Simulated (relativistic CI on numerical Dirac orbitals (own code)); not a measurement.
## Ni⁴⁺ (3d6) in a crystal field

Calculated by Dirac-Coulomb-Breit CI, separate exchange-only KLI orbitals for each configuration, a model potential for QED, valence Slater integrals scaled by 0.85, one configuration in a parametric crystal field (own radial code).

Field parameters in Wybourne normalisation: Oh B⁴₀ = 21Dq, B⁴₄ = √(5/14) B⁴₀. The field is a parameter set, without covalency.

S is read from ⟨S²⟩ = S(S + 1).

Levels (cm⁻¹, degeneracy): 0 (1), 27059 (2), 27084 (3), 27631 (3), 27954 (1), 35315 (3), 35520 (2), 36093 (3), 36465 (1), 38023 (3), 38978 (3), 39458 (2).

Question: Which field gives this pattern?
A. Oh, 10Dq = 5000 cm⁻¹
B. Oh, 10Dq = 33000 cm⁻¹
C. Oh, 10Dq = 41000 cm⁻¹
D. Oh, 10Dq = 17000 cm⁻¹

Answer: C. Oh, 10Dq = 41000 cm⁻¹, ground level with S = 0.01.
